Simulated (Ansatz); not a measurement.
Cartesian coordinates (Å):
```xyz
6

N      0.8480     0.0175     0.1168
Si    -0.7923     0.0064    -0.4164
H      1.4374    -0.7824    -0.0524
H      1.3820     0.8715     0.0827
H     -1.4761     1.1663     0.2291
H     -1.3990    -1.2793     0.0402
```
Charge 0, spin multiplicity 2.

All values below come from Ansatz (a program for electronic structure) with frozen-core CCSD(T)/cc-pVTZ // PBE0-D4/def2-TZVP.

```json
{
  "HF energy": "-345.72791 Ha",
  "MP2 correlation energy": "-0.32679 Ha"
}
```

Task: Estimate the CCSD correlation energy, the (T) correction, the total energy and the T1 diagnostic.

Result: 
- CCSD correlation energy = -0.35424 Ha
- (T) correction = -0.01244 Ha
- CCSD(T) total energy = -346.09460 Ha
- T1 diagnostic = 0.015
